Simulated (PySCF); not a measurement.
**Question.** Write Cartesian coordinates for `CB(O)Cl` as optimised with PBE0-D3(BJ)/def2-SVP.

**Answer.** 
```
atom  x, y, z in Å
C1    -0.4178    0.5542    1.1835
B2     1.0139    1.1965    1.1681
O3     2.1571    0.5324    0.9093
Cl4    1.2028    2.9205    1.5390
H5    -1.1312    1.1723    0.6176
H6    -0.4499   -0.4727    0.7876
H7    -0.7905    0.5296    2.2216
H8     2.0073   -0.3969    0.7078
```

Orientation and origin are arbitrary. Atoms count from 1 in this order. The 4 heavy atoms lie in one plane (0.003 Å rms). B2 (three-coordinate boron) is planar (angles 125.1°, 119.5° and 115.4°, sum 360.0°, 0.01 Å off the plane of its three neighbours). Of the pairs four or more bonds apart, H6···H8 is among the closest relative to their van der Waals radii: 2.46 Å, 102 % of the sum of Bondi's values.

Bonds between heavy atoms (Å): C1–B2 1.569, B2–O3 1.347, B2–Cl4 1.774.

The calculation used PBE0-D3(BJ)/def2-SVP geometry optimisation, gas phase in PySCF 2.14.0.

Point group: near Cs, missed by 0.28 Å at most; the miss may be what the optimiser left on a soft mode. Whether it is a minimum is left open (no frequencies). The numbers are those of one conformer (C1–B2–O3–H 1°).

The run took 13 s of wall time on one thread, Arm Neoverse V1 (aarch64), on a shared host, and the process peaked at 0.34 GiB of memory. These figures are those of the optimisation.
